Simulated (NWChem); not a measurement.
## Au₂ in NWChem

```xyz
2

Au     0.0000     0.0000     1.2699
Au     0.0000     0.0000    -1.2699
```
Charge 0, spin multiplicity 1.

Everything below was run with NWChem. Structure: optimised with PBE0/def2-SVP with def2 effective core potentials on Au, a minimum by its harmonic frequencies.

Symmetry labels belong to the abelian group D2h used in the runs, with the axes of the coordinates shown; states degenerate in a higher group split over its labels.

Effective core potentials replace the inner electrons of Au; spin-orbit coupling is left out. The structure started from a generated list of species.

Q: List the lowest 4 singlet excitations that TDA-LDA (SVWN5)/def2-SVPD with def2 effective core potentials on Au gives, with oscillator strengths.

A: 
```
state  symmetry  energy (eV)  wavelength (nm)      f
-----  --------  -----------  ---------------  -----
1           b2u         2.35              527  0.008
2           b3u         2.35              527  0.008
3           b1g         2.36              526  0.000
4            ag         2.36              526  0.000
```
